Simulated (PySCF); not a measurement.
A survey of $^{17}$O NMR shifts

[PySCF 2.14.0 with density-fitted response routines: PBE0/pcSseg-1 with gauge-including orbitals; structure optimised with GFN2-xTB; relativity neglected; in vacuum; one conformer; one averaged value for each set of equivalent atoms]

Shieldings were converted by a linear fit to measured shifts: $^{17}$O (scatter 10.7 ppm rms, 12.2 ppm with the 3 outliers that the fit left out vs liquid water, solution or neat liquid). Occasional misses reach two or three times the rms, and more in compound classes unlike the fitted ones.

Task: Give the $^{17}$O shifts of `Cc1cccc(C(=O)F)c1`, `O=C(Cl)c1cc(C2CC2)co1`, `CC(C)(C)C(=O)O`, `C=CCOC(=C)Cl`, `COC[C@@H]([SiH3])OC(=O)OC`.

Result: 
```json
{"compound": "Cc1cccc(C(=O)F)c1", "environment": "carbonyl oxygen", "δ (ppm)": "350.2"}
{"compound": "[O:1]=[C:2]([Cl:3])[c:4]1[cH:5][c:6]([CH:7]2[CH2:8][CH2:9]2)[cH:10][o:11]1", "environment": "O1: carbonyl oxygen", "δ (ppm)": "445.5"}
{"compound": "[O:1]=[C:2]([Cl:3])[c:4]1[cH:5][c:6]([CH:7]2[CH2:8][CH2:9]2)[cH:10][o:11]1", "environment": "O11: aromatic ring oxygen", "δ (ppm)": "244.6"}
{"compound": "[CH3:1][C:2]([CH3:3])([CH3:4])[C:5](=[O:6])[OH:7]", "environment": "O6: carbonyl oxygen", "δ (ppm)": "358.1"}
{"compound": "[CH3:1][C:2]([CH3:3])([CH3:4])[C:5](=[O:6])[OH:7]", "environment": "O7: acid hydroxyl oxygen", "δ (ppm)": "145.9"}
{"compound": "C=CCOC(=C)Cl", "environment": "ether oxygen", "δ (ppm)": "83.8"}
{"compound": "[CH3:1][O:2][CH2:3][C@@H:4]([SiH3:5])[O:6][C:7](=[O:8])[O:9][CH3:10]", "environment": "O8: ester carbonyl oxygen", "δ (ppm)": "241.8"}
{"compound": "[CH3:1][O:2][CH2:3][C@@H:4]([SiH3:5])[O:6][C:7](=[O:8])[O:9][CH3:10]", "environment": "O6: ester alkoxy oxygen", "δ (ppm)": "110.7"}
{"compound": "[CH3:1][O:2][CH2:3][C@@H:4]([SiH3:5])[O:6][C:7](=[O:8])[O:9][CH3:10]", "environment": "O9: ester alkoxy oxygen", "δ (ppm)": "94.1"}
{"compound": "[CH3:1][O:2][CH2:3][C@@H:4]([SiH3:5])[O:6][C:7](=[O:8])[O:9][CH3:10]", "environment": "O2: ether oxygen", "δ (ppm)": "-14.5"}
```

Task: Order these by $^{17}$O shift, lowest first.
A. CC1=COC=C(C)C1
B. CC(C)CCC(=O)Cl
C. C=CC(OC)OC
D. CCCCOC(F)F
E. Cc1ccccc1C(=O)F

Result: C (21.6 ppm, ether oxygen), D (62.1 ppm, ether oxygen), A (110.6 ppm, ether oxygen), E (355.3 ppm, carbonyl oxygen), B (497.5 ppm, carbonyl oxygen).

In solution the two oxygens of a carboxylic acid give one averaged line by proton exchange, and hydrogen bonding shields acid and N–H amide carbonyl oxygens by tens of ppm; neither is in these numbers.
